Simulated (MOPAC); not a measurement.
Input file for MOPAC: PM7 on GaH4N (SMILES [NH2][GaH2]), a point of a torsion scan.

```
PM7 1SCF PRECISE CHARGE=0 THREADS=1
GaH4N

N     -0.95147021 1    -0.14139334 1     0.08169623 1
Ga     0.81920247 1    -0.34331542 1    -0.29300809 1
H     -1.34040128 1     0.74066890 1     0.39783536 1
H     -1.67273241 1    -0.60413939 1    -0.46457107 1
H      1.35319051 1    -0.76738895 1    -1.69503407 1
H      1.83192918 1    -0.04784110 1     0.84492759 1
```

Output:

```
*******************************************************************************
 **                                                                           **
 **                              MOPAC v23.2.5                                **
 **                                                                           **
 *******************************************************************************
 ** MOPAC's Digital Object Identifier: https://doi.org/10.5281/zenodo.6511958 **
 **                                                                           **
 ** Please cite the open-source release paper for use of this MOPAC version:  **
 ** J. E. Moussa and J. J. P. Stewart (2026)                                  **
 ** MOPAC: An open-source semiempirical molecular orbital program             **
 ** J. Open Source Softw., 11(119), 8025, https://doi.org/10.21105/joss.08025 **
 *******************************************************************************

                              PM7 CALCULATION RESULTS

 *******************************************************************************
 *  PM7        - The PM7 Hamiltonian to be used
 *
 *
 *
 *                 CHARGE ON SYSTEM = 0
 *
 *
 *
 *  PRECISE    - TIGHTER CRITERIA TO BE USED
 *  1SCF       - DO 1 SCF AND THEN STOP
 *  THREADS=1  - MULTI-THREADING NOT USED
 *  T=         - A TIME OF 172800.0 SECONDS REQUESTED
 *  DUMP=N     - RESTART FILE WRITTEN EVERY 7200.0 SECONDS REQUESTED
 *******************************************************************************
PM7 1SCF PRECISE CHARGE=0 THREADS=1
 GaH4N

   ATOM   CHEMICAL          X               Y               Z
  NUMBER   SYMBOL      (ANGSTROMS)     (ANGSTROMS)     (ANGSTROMS)

     1       N         -0.95147021  *  -0.14139334  *   0.08169623  *
     2      Ga          0.81920247  *  -0.34331542  *  -0.29300809  *
     3       H         -1.34040128  *   0.74066890  *   0.39783536  *
     4       H         -1.67273241  *  -0.60413939  *  -0.46457107  *
     5       H          1.35319051  *  -0.76738895  *  -1.69503407  *
     6       H          1.83192918  *  -0.04784110  *   0.84492759  *



          CARTESIAN COORDINATES

    NO.       ATOM           X           Y           Z

     1         N         -0.9515     -0.1414      0.0817
     2        Ga          0.8192     -0.3433     -0.2930
     3         H         -1.3404      0.7407      0.3978
     4         H         -1.6727     -0.6041     -0.4646
     5         H          1.3532     -0.7674     -1.6950
     6         H          1.8319     -0.0478      0.8449

 General Reference for PM7:
 "Optimization of Parameters for Semiempirical Methods VI: More Modifications to the
 NDDO Approximations and Re-optimization of Parameters", J. J. P. Stewart, J. Mol. Mod., 1:32, 19 (2013)
 https://link.springer.com/article/10.1007/s00894-012-1667-x

           Empirical Formula: H4 N Ga  =     6 atoms



      MOLECULAR POINT GROUP   :   C1


      RHF CALCULATION, NO. OF DOUBLY OCCUPIED LEVELS = 6


 -------------------------------------------------------------------------------
 PM7 1SCF PRECISE CHARGE=0 THREADS=1
 GaH4N



     1SCF WAS SPECIFIED, SO BFGS WAS NOT USED
     SCF FIELD WAS ACHIEVED


                              PM7 CALCULATION
                                                       MOPAC v23.2.5 Linux




          FINAL HEAT OF FORMATION =          5.15744 KCAL/MOL =      21.57872 KJ/MOL


          COSMO AREA              =         83.24 SQUARE ANGSTROMS
          COSMO VOLUME            =         64.46 CUBIC ANGSTROMS

          IONIZATION POTENTIAL    =          8.985907 EV
          HOMO LUMO ENERGIES (EV) =         -8.986  1.243
          NO. OF FILLED LEVELS    =          6
          MOLECULAR WEIGHT        =         87.7733         POINT GROUP:  C1

          MOLECULAR DIMENSIONS (Angstroms)

            Atom       Atom       Distance
            H     6    H     4     3.78245
            H     5    H     3     3.39250
            H     6    H     5     0.70344


          SCF CALCULATIONS        =          1





   ATOM   CHEMICAL          X               Y               Z
  NUMBER   SYMBOL      (ANGSTROMS)     (ANGSTROMS)     (ANGSTROMS)

     1       N         -0.95147021  *  -0.14139334  *   0.08169623  *
     2      Ga          0.81920247  *  -0.34331542  *  -0.29300809  *
     3       H         -1.34040128  *   0.74066890  *   0.39783536  *
     4       H         -1.67273241  *  -0.60413939  *  -0.46457107  *
     5       H          1.35319051  *  -0.76738895  *  -1.69503407  *
     6       H          1.83192918  *  -0.04784110  *   0.84492759  *

                             CARTESIAN COORDINATES

   1    N       -0.951470210    -0.141393340     0.081696230
   2   Ga        0.819202470    -0.343315420    -0.293008090
   3    H       -1.340401280     0.740668900     0.397835360
   4    H       -1.672732410    -0.604139390    -0.464571070
   5    H        1.353190510    -0.767388950    -1.695034070
   6    H        1.831929180    -0.047841100     0.844927590


           Empirical Formula: H4 N Ga  =     6 atoms



      MOLECULAR POINT GROUP   :   C1


                  EIGENVALUES
 -34.31237 -18.95877 -15.47396 -12.90101 -10.94433  -8.98591   1.24262   3.03953
   3.52526   4.64082   6.94900   7.44536


              NET ATOMIC CHARGES AND DIPOLE CONTRIBUTIONS

  ATOM NO.   TYPE          CHARGE      No. of ELECS.   s-Pop       p-Pop
    1          N          -0.881106        5.8811     1.60595     4.27515
    2         Ga           0.313006        2.6870     1.15728     1.52971
    3          H           0.267156        0.7328     0.73284
    4          H           0.257199        0.7428     0.74280
    5          H           0.018575        0.9814     0.98142
    6          H           0.025169        0.9748     0.97483
 DIPOLE           X         Y         Z       TOTAL
 POINT-CHG.     1.814     0.212    -0.899     2.036
 HYBRID        -1.369     0.346    -0.189     1.424
 SUM            0.446     0.558    -1.088     1.301


          ATOMIC ORBITAL ELECTRON POPULATIONS

     Atom    s        px        py        pz
    1  N   1.60595   1.24794   1.36774   1.65947
    2 Ga   1.15728   0.55264   0.16609   0.81099
    3  H   0.73284
    4  H   0.74280
    5  H   0.98142
    6  H   0.97483

 **********************
 *                    *
 * JOB ENDED NORMALLY *
 *                    *
 **********************




 == MOPAC DONE ==
```

The run finished.

Cost: around 0.04 core-seconds (rough).
